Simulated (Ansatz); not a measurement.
Compare A (`C[SiH2][N](C)[AlH2]`) with its isomer B (`[CH3][AlH][NH][SiH2]C`).

Computed with Ansatz on PBE0-D4/def2-TZVP structures; ΔE is electronic, products minus reactants. CCSD(T)/CBS is the MP2 limit (def2-TZVPP, def2-QZVPP) plus CCSD(T) − MP2 in def2-TZVPP, frozen cores. DFT in def2-TZVPP. B3LYP here is the variant with VWN-RPA as its local correlation; programs differ in this. One conformer a species, not always the lowest.

A:

Z-matrix (Å, degrees):
```
C
Si 1 1.869
H 1 1.093 2 111.1
H 1 1.094 2 110.2 3 -119.8
H 1 1.093 2 111.5 3 120.8
N 2 1.733 1 113.0 3 -60.1
H 2 1.488 1 110.3 3 59.6
H 2 1.495 1 108.0 3 178.7
Al 6 1.783 2 123.8 1 118.6
C 6 1.462 2 115.8 1 -63.0
H 9 1.586 6 116.3 2 178.0
H 9 1.581 6 119.3 2 -2.3
H 10 1.097 6 111.6 2 -56.0
H 10 1.094 6 111.0 2 -175.7
H 10 1.096 6 112.0 2 64.5
```

B:

```xyz
15

C     0.7325    0.5866    3.0982
Al    1.0756    0.4434    1.1847
N    -0.0659   -0.4539    0.1454
Si    0.0051   -0.7609   -1.5538
C    -1.4122    0.0096   -2.4968
H    -0.2097    0.1222    3.4005
H     1.5349    0.1127    3.6734
H     0.7047    1.6345    3.4142
H     2.3328    1.0939    0.4727
H    -0.8681   -0.8609    0.6103
H     1.2985   -0.2023   -2.0328
H    -0.0038   -2.2286   -1.8310
H    -2.3729   -0.3792   -2.1480
H    -1.4208    1.0951   -2.3725
H    -1.3308   -0.2123   -3.5645
```

Q: Which is lower in electronic energy at CCSD(T)/CBS, and by how much? (Best estimate.)

A: The calculation gave: B, by 21.8 kcal/mol.

Q: Give E(B) − E(A) in kcal/mol with B2PLYP, B3LYP-D4, ωB97M-V, CCSD/def2-TZVPP, PBE-D4, CCSD(T)/def2-TZVPP, HF/def2-TZVPP. (Estimate.)

A: Ansatz gave: B2PLYP -22.1, B3LYP-D4 -20.7, ωB97M-V -21.8, CCSD/def2-TZVPP -21.3, PBE-D4 -20.8, CCSD(T)/def2-TZVPP -21.1, HF/def2-TZVPP -21.5. None reverses the order clearly.

Largest T1 diagnostic: 0.011.

The D4 term adds +1.7 kcal/mol with B3LYP and +0.9 kcal/mol with PBE0; it sums over pairs of atoms, weighted by their polarisabilities, and B3LYP, whose exchange is more repulsive, gets the larger term.
